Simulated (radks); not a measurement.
Spherical quantum dot in the effective-mass picture: electrons in a parabolic well V = omega^2 r^2 / 2 with omega = 1.86, all in effective atomic units (hartree* = m*/eps^2 hartree, bohr* = eps/m* bohr), one dielectric constant everywhere. Method: non-relativistic Kohn-Sham, r2SCAN, spin-polarised, spherical densities, generalised Kohn-Sham scheme; computed with a radial shooting solver with Libxc functionals. Levels are named by radial order and angular momentum (1s, 1p, 1d, 2s, ...), and open shells are averaged over m.

N = 4, configuration 1s2 1p(up 2, down 0). This is the lowest configuration that the search found. Occupied and some empty levels:

level    occupation  eigenvalue (hartree*)  <r> (bohr*)
1s up             1                 5.5888       0.9254
1s down           1                 5.7888       0.9078
1p up             2                 7.1492        1.182
1p down           0                 7.3820        1.178
1d up             0                 8.8543        1.387
2s up             0                 9.0593        1.272
1d down           0                 9.0815        1.382
2s down           0                 9.1921        1.262
1f up             0                 10.644        1.565
1f down           0                 10.878        1.553

Energy (hartree*): total 19.6451, kinetic 6.3802, external 8.7043, Hartree 6.8317, exchange-correlation -2.2711.
